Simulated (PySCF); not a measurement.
These compounds are isomers of formula CH$_{11}$O$_{2}$PSi$_{3}$.

A. `CO[Si@H](O[SiH3])[SiH2]P`
B. `C[Si@H](P)O[SiH2]O[SiH3]`
C. `C[SiH2]O[Si@@H](P)O[SiH3]`
D. `[SiH3]O[SiH2]OC[SiH2]P`

Spectrum 1. $^{1}$H NMR (300 MHz, computed): δ 6.11 (m, 1H), 5.21 (s, 3H), 4.94 (m, 1H), 4.89 (m, 1H), 1.12 (m, 2H), 0.55 (m, 3H). $^{13}$C{$^{1}$H} NMR (computed): δ 4.7 (CH3).

Spectrum 2. $^{1}$H NMR (300 MHz, computed): δ 5.12 (s, 3H), 4.76 (s, 2H), 4.73 (m, 2H), 4.24 (m, 2H), 0.90 (m, 2H). $^{13}$C{$^{1}$H} NMR (computed): δ 57.0 (CH2).

Spectrum 3. $^{1}$H NMR (300 MHz, computed): δ 5.44 (m, 1H), 5.22 (s, 3H), 3.98 (s, 3H), 3.88 (m, 1H), 3.56 (m, 1H), 1.31 (m, 2H). $^{13}$C{$^{1}$H} NMR (computed): δ 53.0 (CH3).

Spectrum 4. $^{1}$H NMR (300 MHz, computed): δ 5.55 (m, 1H), 5.36 (m, 1H), 5.24 (s, 3H), 5.21 (m, 1H), 1.11 (m, 2H), 0.55 (m, 3H). $^{13}$C{$^{1}$H} NMR (computed): δ 1.5 (CH3).

Level of theory: structure optimised with GFN2-xTB, shielding tensors at PBE0/pcSseg-1 (GIAO), in PySCF (rapidly exchanging positions averaged, non-relativistic Hamiltonian, in vacuum, single conformer).

Shifts are taken against calculated references (same method and geometry level): $^{1}$H (σ = 31.72 ppm), $^{13}$C (σ = 186.93 ppm) vs TMS. Splittings of carbon signals by F and P are missing where no couplings were computed. Where no couplings were computed, multiplicities follow the n + 1 count of equivalent neighbours, and m marks all less simple cases (inequivalent or close neighbours, rings, F or P nearby). Shifts are as computed. Against solution values, carbons near 30 ppm lie about +3 ppm off and those near 130 ppm about +5 ppm. Of 1211 compounds with measured shifts, 218 miss one by over three times the rms of a fit or turn the order of signals round; such compounds aren't used in these exercises.

Q: Which spectrum belongs to which compound?

A: 1–B, 2–D, 3–A, 4–C.

- Spectrum 1 (B): a single $^{13}$C signal, at 4.7 ppm (methyl carbon bonded to Si); δH 0.55 is the hydrogen on a methyl carbon bonded to Si; δH 6.11 is the hydrogen on a silicon bonded to C, O, P.
- Spectrum 2 (D): a single $^{13}$C signal, at 57.0 ppm (sp3 CH2 bonded to O and Si); δH 4.24 is the hydrogen on an sp3 CH2 bonded to O and Si; δH 5.12 is the hydrogen on a silicon bonded to O.
- Spectrum 3 (A): a single $^{13}$C signal, at 53.0 ppm (methyl carbon bonded to O); δH 3.98 is the hydrogen on a methyl carbon bonded to O; δH 5.44 is the hydrogen on a silicon bonded to 2 O, Si.
- Spectrum 4 (C): a single $^{13}$C signal, at 1.5 ppm (methyl carbon bonded to Si); δH 0.55 is the hydrogen on a methyl carbon bonded to Si; δH 5.55 is the hydrogen on a silicon bonded to 2 O, P.
